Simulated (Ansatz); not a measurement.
System: bromo(trimethyl)silane, C3H9BrSi (charge 0, singlet). SMILES: Br[Si](C)(C)C

Atoms: C1, Si2, C3, C4, Br5, H6, H7, H8, H9, H10, H11, H12, H13, H14. Bonds: C1-Si2, C1-H6, C1-H7, C1-H8, Si2-C3, Si2-C4, Si2-Br5, C3-H9, C3-H10, C3-H11, C4-H12, C4-H13, C4-H14.

Bond lengths (Å) and angles (degrees) optimised at PBE/6-31G* with LANL2DZ past Ar with Ansatz (an electronic-structure program); B3LYP/LANL2DZ with Ansatz; B3LYP/6-31G* with LANL2DZ past Ar with Ansatz; MP2/6-31G* with LANL2DZ past Ar with Ansatz, each started from the B3LYP-D3(BJ)/def2-TZVP structure (Ansatz) of the last column. A row stands for all coordinates that are equal there; 7 of 10 kinds are shown. 6-31G* holds six Cartesian d functions. No wavenumbers were computed at PBE/6-31G* with LANL2DZ past Ar, B3LYP/LANL2DZ, MP2/6-31G* with LANL2DZ past Ar, so these may be saddle points.

```json
[
 {"coordinate": "C1-Si2", "PBE/6-31G* with LANL2DZ past Ar": "1.886", "B3LYP/LANL2DZ": "1.887", "B3LYP/6-31G* with LANL2DZ past Ar": "1.881", "MP2/6-31G* with LANL2DZ past Ar": "1.874", "B3LYP-D3(BJ)/def2-TZVP": "1.867"},
 {"coordinate": "C1-H6", "PBE/6-31G* with LANL2DZ past Ar": "1.103", "B3LYP/LANL2DZ": "1.096", "B3LYP/6-31G* with LANL2DZ past Ar": "1.095", "MP2/6-31G* with LANL2DZ past Ar": "1.093", "B3LYP-D3(BJ)/def2-TZVP": "1.091"},
 {"coordinate": "C1-H7", "PBE/6-31G* with LANL2DZ past Ar": "1.105", "B3LYP/LANL2DZ": "1.099", "B3LYP/6-31G* with LANL2DZ past Ar": "1.098", "MP2/6-31G* with LANL2DZ past Ar": "1.095", "B3LYP-D3(BJ)/def2-TZVP": "1.093"},
 {"coordinate": "Si2-Br5", "PBE/6-31G* with LANL2DZ past Ar": "2.313", "B3LYP/LANL2DZ": "2.395", "B3LYP/6-31G* with LANL2DZ past Ar": "2.313", "MP2/6-31G* with LANL2DZ past Ar": "2.282", "B3LYP-D3(BJ)/def2-TZVP": "2.265"},
 {"coordinate": "C1-Si2-C3", "PBE/6-31G* with LANL2DZ past Ar": "111.8", "B3LYP/LANL2DZ": "112.7", "B3LYP/6-31G* with LANL2DZ past Ar": "111.7", "MP2/6-31G* with LANL2DZ past Ar": "111.2", "B3LYP-D3(BJ)/def2-TZVP": "111.6"},
 {"coordinate": "C1-Si2-Br5", "PBE/6-31G* with LANL2DZ past Ar": "107.0", "B3LYP/LANL2DZ": "106.0", "B3LYP/6-31G* with LANL2DZ past Ar": "107.1", "MP2/6-31G* with LANL2DZ past Ar": "107.7", "B3LYP-D3(BJ)/def2-TZVP": "107.3"},
 {"coordinate": "Si2-C1-H6", "PBE/6-31G* with LANL2DZ past Ar": "111.2", "B3LYP/LANL2DZ": "111.1", "B3LYP/6-31G* with LANL2DZ past Ar": "111.3", "MP2/6-31G* with LANL2DZ past Ar": "111.3", "B3LYP-D3(BJ)/def2-TZVP": "111.0"}
]
```

Mean signed difference of all 13 bond lengths from B3LYP-D3(BJ)/def2-TZVP: PBE/6-31G* with LANL2DZ past Ar 0.016 Å, B3LYP/LANL2DZ 0.019 Å, B3LYP/6-31G* with LANL2DZ past Ar 0.010 Å, MP2/6-31G* with LANL2DZ past Ar 0.004 Å.
